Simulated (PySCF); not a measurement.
Below is a simulated gas-phase Si 2p photoelectron spectrum of `ClC(Cl)(Cl)[SiH2][O][GeH3]`.

Every computed line was given a Gaussian of 1.0 eV full width at half maximum and an area set by the number of equivalent atoms (split 2:1 within a doublet); the highest printed point is 100. Theory: PySCF 2.14.0, delta-SCF UKS SCAN, pcX-2 on the ionised atom, pcseg-1 elsewhere, spin-free X2C.

(binding energy (eV), intensity): (106.3, 0), (106.4, 1), (106.5, 1), (106.6, 2), (106.7, 4), (106.8, 7), (106.9, 12), (107.0, 18), (107.1, 27), (107.2, 38), (107.3, 50), (107.4, 63), (107.5, 76), (107.6, 87), (107.7, 95), (107.8, 99), (107.9, 100), (108.0, 97), (108.1, 92), (108.2, 85), (108.3, 76), (108.4, 66), (108.5, 56), (108.6, 46), (108.7, 37), (108.8, 28), (108.9, 21), (109.0, 15), (109.1, 10), (109.2, 6), (109.3, 4), (109.4, 2), (109.5, 1), (109.6, 1), (109.7, 0), (109.8, 0)

Problem. How many maxima does the curve show, and how many computed lines lie under it?

Solution. The curve has 1 maximum (at 107.9 eV). Under it lie 2 lines from 1 inequivalent silicon site, drawn as a 2p3/2, 2p1/2 pair. At this width some lines have no maximum of their own.

Problem. Decompose the envelope and assign each component. Numbering: `[Cl:1][C:2]([Cl:3])([Cl:4])[SiH2:5][O:6][GeH3:7]`.

Solution. 
| position (eV) | relative area | line | atoms | environment |
| --- | --- | --- | --- | --- |
| 107.74 | 0.67 | Si 2p3/2 | Si5 | oxygen-bound silicon |
| 108.37 | 0.33 | Si 2p1/2 | Si5 | oxygen-bound silicon |

The curve has no shake-up lines and no vibrational structure. The 2p values aren't plain energy differences: one relaxed spin-free 2p hole is combined with a matrix within the shell (ground-state 2p orbital-energy differences and spin–orbit coupling). 2p3/2, the mean of its two sublevels, lies a third of the splitting below the shell's mean and 2p1/2 two thirds above it; the statistical areas are 2:1. 2p1/2 minus 2p3/2 (ligand field included): Si 0.62 eV. Isolated species at its PBE0-D3(BJ)/def2-SVP geometry (one conformer only).

Conformer computed: `[Cl:1][C:2]([Cl:3])([Cl:4])[SiH2:5][O:6][GeH3:7]`: Cl1–C2–Si5–O6 -62°, C2–Si5–O6–Ge7 39°.
